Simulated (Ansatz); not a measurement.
AlGe₂₅H₃₄⁻, a doped nanocrystal cut from the lattice of germanium (Al on a surface site). Total charge -1; singlet. Geometry r2SCAN-D4/def2-SVP.

```xyz
60

Ge    1.262    1.767    4.340
Ge    0.539   -2.518    3.776
Ge    2.539    3.757    1.386
Ge    2.983    1.881   -2.514
Al    1.260   -4.354    0.252
Ge    2.349   -1.942   -2.812
Ge    1.829   -0.259    0.817
Ge   -1.860    0.216    2.220
Ge   -0.596    2.431   -0.898
Ge   -1.321   -1.484   -1.303
Ge   -2.609   -3.653    1.607
Ge   -0.144    0.670   -4.505
Ge   -4.149    1.299   -2.513
Ge    2.604    1.509    2.321
Ge    1.977   -2.507    1.798
Ge   -1.130    1.818    3.901
Ge   -1.772   -2.015    3.197
Ge    3.116   -0.209   -1.266
Ge    0.362    4.248    0.417
Ge    0.652    2.396   -2.992
Ge    2.578   -4.178   -1.861
Ge   -1.108   -3.723   -0.315
Ge    0.014   -1.460   -3.346
Ge   -0.479    0.253    0.207
Ge   -2.930    3.003   -1.282
Ge   -3.656   -0.965   -1.777
H     1.650    3.120    4.987
H     1.575    0.677    5.381
H     0.550   -3.944    4.386
H     0.979   -1.571    4.919
H     2.794    4.774    2.525
H     3.639    3.990    0.334
H     3.719    1.687   -3.863
H     3.663    3.078   -1.815
H     1.328   -5.789    0.981
H     3.151   -1.705   -4.123
H    -3.321    0.578    1.843
H    -2.654   -5.020    2.334
H    -4.077   -3.300    1.263
H     0.753    0.678   -5.765
H    -1.581    0.980   -4.979
H    -3.819    1.458   -4.011
H    -5.665    1.581   -2.371
H     4.062    1.228    2.765
H     3.421   -2.535    2.378
H    -1.873    1.527    5.226
H    -1.515    3.256    3.493
H    -2.640   -1.984    4.483
H     4.611   -0.458   -0.930
H     0.472    5.497   -0.490
H    -0.602    4.626    1.562
H     0.541    3.798   -3.647
H     4.118   -4.365   -1.766
H     2.160   -5.109   -3.033
H    -1.862   -4.601   -1.358
H    -0.533   -2.566   -4.285
H    -3.613    3.207    0.088
H    -3.036    4.353   -2.031
H    -4.490   -1.193   -0.497
H    -4.215   -1.938   -2.842
```

The 6-31G sets use Cartesian d functions. B3LYP takes the VWN-RPA correlation. Single mean-field runs in 6-31G, def2-SVP are fitted with def2-universal-jkfit.

(1) Estimate the orbital energies around the gap (eV) in Ansatz with HF/6-31G, PBE-D4/def2-SVP, r2SCAN-D4/def2-SVP, B3LYP-D4/6-31G, PBE0-D4/def2-SVP.

Answers

(1) 
```
orbital  HF/6-31G  PBE-D4/def2-SVP  r2SCAN-D4/def2-SVP  B3LYP-D4/6-31G  PBE0-D4/def2-SVP
 HOMO−5     -6.43            -3.58               -3.84           -4.23             -4.50
 HOMO−4     -6.32            -3.50               -3.75           -4.15             -4.42
 HOMO−3     -6.26            -3.45               -3.70           -4.09             -4.37
 HOMO−2     -5.94            -3.16               -3.40           -3.80             -4.07
 HOMO−1     -5.85            -3.10               -3.33           -3.72             -3.99
   HOMO     -5.79            -3.02               -3.25           -3.65             -3.92
   LUMO      4.00             0.49                0.62            1.09              1.17
 LUMO+1      4.06             0.57                0.66            1.22              1.21
 LUMO+2      4.12             0.59                0.71            1.28              1.25
 LUMO+3      4.19             0.65                0.78            1.29              1.32
 LUMO+4      4.25             0.70                0.80            1.37              1.34
 LUMO+5      4.31             0.78                0.90            1.45              1.45
```
